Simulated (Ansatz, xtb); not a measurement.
Relaxing a trial structure of BF3H2Si

The starting geometry of this gas-phase singlet has its atoms placed at random.

```xyz
7

B     0.8338    0.7231    0.2591
F     0.2454   -0.6796   -1.1058
F    -0.4466    1.6332   -1.5088
F    -0.3636   -0.3902    0.4565
Si   -1.0221    1.1877    0.4610
H    -0.3430    0.9656   -0.5949
H     0.9157   -0.5113    0.5777
```

One run relaxed it with r2SCAN-D4/def2-SVP. What is a likely outcome?

It loosens into BF2HSi + FH, which stay close as a complex. Distances that change by over a tenth: B1–F4 (1.65 → 2.76 Å), B1–H6 (1.47 → 2.32 Å). Contacts that open: Si5–H6 (1.27 → 2.56 Å). Contacts that close: B1–F2 (2.04 → 1.37 Å), F3–H6 (1.14 → 0.95 Å).

The energy falls by 13.84 eV over 27 steps:

| step | E − E(last) (eV) |
| --- | --- |
| 1 | 13.838 |
| 4 | 2.755 |
| 7 | 0.703 |
| 10 | 0.414 |
| 13 | 0.130 |
| 15 | 0.042 |
| 18 | 0.014 |
| 21 | 0.004 |
| 24 | 0.001 |
| 27 | 0.000 |

Final geometry (Å):

```tsv
atom	x (Å)	y (Å)	z (Å)
B	0.8473	0.0000	0.1974
F	1.0723	0.0093	-1.1548
F	-0.9257	1.4879	-1.3153
F	-1.8487	-0.0208	0.7867
Si	-0.7395	1.2149	0.8616
H	-0.2172	0.9377	-1.6327
H	1.6310	-0.7007	0.8020
```

From the same start GFN2-xTB reaches the same bonding as this run.

From so rough a start the end depends on the optimiser's path, so another program may land elsewhere. No frequencies were run, so the end isn't proven a minimum. Run with Ansatz 0.2.0, 61 s on 1 thread of Intel(R) Xeon(R) 6975P-C (Granite Rapids), on a shared host.
